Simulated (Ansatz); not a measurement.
Two members of one family (GaAs nanocrystals, H-capped) that differ in charge, which shifts all levels, computed with Ansatz in the gas phase. The two geometries come from different levels. The structures are stationary points that may keep the symmetry of their start.

First: Ga4As5H16⁺, cut from zinc blende, disc (singlet, charge 1, r2SCAN-D4/def2-SVP geometry).

```
atom    x (Å)    y (Å)    z (Å)
 Ga1  -0.3681   0.4189  -2.4294
 Ga2   2.2652   1.8942   0.8974
 Ga3  -2.5978   0.8509   1.4497
 Ga4   0.5873  -2.2692   0.8509
 As5  -2.3542   0.9663  -1.0635
 As6   1.4691   1.7857  -1.4992
 As7   0.2143  -1.8465  -1.5759
 As8   2.3165  -0.5853   1.3836
 As9  -1.5076  -1.3980   1.8316
 H10  -0.5538   0.4699  -3.9691
 H11   1.0449   2.4257   1.6953
 H12   3.7380   2.3752   0.8598
 H13  -4.1090   0.6694   1.7435
 H14  -1.5754   1.8843   1.9923
 H15   0.9380  -3.7456   1.1729
 H16  -2.7234   2.3637  -1.4981
 H17  -3.4860   0.2380  -1.7469
 H18   1.1379   3.1909  -1.9377
 H19   2.6246   1.5478  -2.4398
 H20   1.4052  -2.3609  -2.3437
 H21  -0.8107  -2.8293  -2.0839
 H22   3.6034  -1.2052   0.8967
 H23   2.5556  -0.7610   2.8619
 H24  -2.5021  -2.5147   1.6333
 H25  -1.3116  -1.5650   3.3184
```

```csv
level,HOMO (eV),LUMO (eV),gap (eV)
PBE-D4/def2-SVP,-9.95,-5.16,4.79
```

Second: Ga6As6H18, cut from wurtzite (singlet, charge 0, PBE-D4/def2-SVP geometry).

```xyz
30

As    0.467    2.722    0.925
Ga   -1.786    2.114   -0.015
Ga    1.091    1.344   -2.806
As   -1.259    0.862   -2.049
As   -2.367    0.333    1.663
Ga   -2.234   -1.456   -1.939
Ga    2.330    1.040    1.073
As    2.301   -0.066   -1.109
As    1.174   -0.593    2.597
Ga   -0.962   -1.737    1.926
Ga    1.924   -2.539   -0.843
As   -0.546   -2.469   -0.371
H     0.987    3.906    0.123
H     0.299    3.439    2.263
H    -2.791    3.326    0.051
H     1.394    2.862   -2.455
H     1.302    0.702   -4.231
H    -2.153    1.620   -3.030
H    -2.626    0.964    3.028
H    -3.791   -0.118    1.373
H    -3.604   -1.352   -1.145
H    -2.078   -2.137   -3.353
H     3.617    1.654    1.745
H     3.782    0.072   -1.463
H     1.030    0.008    3.994
H     2.181   -1.680    2.946
H    -1.509   -2.670    3.072
H     2.148   -3.235   -2.241
H     2.643   -2.983    0.501
H    -0.964   -3.933   -0.230
```

Task: Estimate the same table for the second.

Result: 
```json
{"level": "PBE-D4/def2-SVP", "HOMO (eV)": "-6.07", "LUMO (eV)": "-2.14", "gap (eV)": "3.93"}
```
